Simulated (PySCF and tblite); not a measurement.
Values are calculated unless marked as measured or tabulated.
C₇H₉NO, numbered as in [CH3:1][CH2:2][c:3]1[cH:4][cH:5][cH:6][cH:7][n+:8]1[O-:9]. Geometries GFN2-xTB; weights from PBE0-D3(BJ)/def2-SVP (IEF-PCM, dimethylsulfoxide) energies and GFN2-xTB thermal corrections, with symmetry numbers and mirror pairs. Conformers within 2.5 kcal/mol (GFN2-xTB free energy) were kept, 4 at most. GIAO shieldings: WP04/pcSseg-1 (IEF-PCM, dimethylsulfoxide). Shifts are against TMS (¹H), TMS (¹³C) at the same level. (PySCF 2.14, tblite 0.8.)

Torsions listed: C1–C2–C3–N8. Of a mirror pair one member is shown.

```tsv
conformer	shape	point group	mirror pair	ΔE(DFT)	Δ(G−E) at 350 K	δ C4 (ppm)
1	180°	Cs	no	0.00	0.00	130.4
2	79°	C1	yes	0.27	0.01	133.7
```

Energies in kcal/mol; the thermal term leaves out symmetry numbers and mirror images.

Q: Work out the weights at 350 K and the ¹³C shift of C4 under fast exchange.

A: RT = 0.696 kcal/mol. Each conformer gets RT ln(σ/g), with σ the rotational symmetry number and g = 2 for a mirror pair: 1: σ = 1, g = 1, G = 0.00 + 0.00 + 0.00 = 0.00, 0.20 above the lowest, exp(−ΔG/RT) = 0.747; 2: σ = 1, g = 2, G = 0.27 + 0.01 − 0.48 = -0.20, 0.00 above the lowest, exp(−ΔG/RT) = 1.000. The sum is 1.747, so the weights are 42.8, 57.2 %. The averaged shift is 132.3 ppm. At 298.15 K it is 132.3 ppm. At 298.15 K the leading conformer alone gives 133.7 ppm and bare DFT energies give 131.7 ppm.


Conformer gaps in def2-SVP on xTB geometries can be 2 kcal/mol too large for S=O, P=O and other polar bonds.